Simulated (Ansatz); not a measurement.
Pulling on the C4–H6 bond in C2H5Al (SMILES C=[CH][AlH2]) (multiplicity 1 held, fragments rigid). Energies count from the point at 1.089 Å.
Geometry at that point (charge 0, multiplicity 1):
```tsv
atom	x (Å)	y (Å)	z (Å)
Al	-0.1364	0.1629	1.1626
H	-0.8151	1.5910	1.2176
H	0.1783	-0.6444	2.4857
C	0.2915	-0.5524	-0.5896
C	0.0180	0.1449	-1.6988
H	0.7594	-1.5259	-0.7301
H	0.2417	-0.2199	-2.6984
H	-0.4483	1.1257	-1.6579
```

R- and RO- levels are restricted; in cc, def2 and unpolarised 6-31G sets they are followed outwards from rest. Unrestricted levels (U-) break spin symmetry where that is lower. Active spaces are followed from a long bond inwards. Curves can end on different states.

Correlated levels freeze the cores.

The values were computed with Ansatz (Gaussian basis) for Hartree–Fock, density functionals and correlated methods. Each number belongs to the level named beside it.

Energies in eV.

| R (Å) | R-HF/cc-pV(T+d)Z | U-HF/cc-pV(T+d)Z | U-CCSD/cc-pV(T+d)Z | U-CCSD(T)/cc-pV(T+d)Z | SC-NEVPT2 on CASSCF(2,2)/cc-pV(T+d)Z | FIC-MRCISD+Q on CASSCF(2,2)/cc-pV(T+d)Z |
|---|---|---|---|---|---|---|
| 0.871 | 1.20 | 1.20 | 1.24 | 1.25 | 1.28 | 1.25 |
| 0.980 | 0.22 | 0.22 | 0.24 | 0.25 | 0.26 | 0.25 |
| 1.089 | 0.00 | 0.00 | 0.00 | 0.00 | 0.00 | 0.00 |
| 1.198 | 0.20 | 0.20 | 0.17 | 0.16 | 0.15 | 0.16 |
| 1.307 | 0.62 | 0.62 | 0.54 | 0.53 | 0.50 | 0.53 |
| 1.470 | 1.43 | 1.43 | 1.27 | 1.23 | 1.19 | 1.24 |
| 1.634 | 2.29 | 2.28 | 2.03 | 1.97 | 1.91 | 1.96 |
| 1.906 | 3.60 | 3.12 | 3.20 | 3.09 | 2.94 | 3.00 |
| 2.178 | 4.71 | 3.45 | 4.03 | 3.93 | 3.68 | 3.74 |
| 2.505 | 5.76 | 3.59 | 4.51 | 4.49 | 4.22 | 4.28 |
| 2.941 | 6.80 | 3.64 | 4.68 | 4.71 | 4.54 | 4.60 |
| 3.485 | 7.72 | 3.65 | 4.73 | 4.76 | 4.66 | 4.72 |

Doubts at one or more of the structures used: a restricted determinant that unrestricted orbitals would lower (R-HF/cc-pV(T+d)Z); a spin-contaminated determinant (U-HF/cc-pV(T+d)Z, U-CCSD/cc-pV(T+d)Z, U-CCSD(T)/cc-pV(T+d)Z); T1 above 0.05 (U-CCSD/cc-pV(T+d)Z, U-CCSD(T)/cc-pV(T+d)Z); the program's own flag: large difference (U-CCSD/cc-pV(T+d)Z, U-CCSD(T)/cc-pV(T+d)Z).

Ansatz is a program for electronic structure.
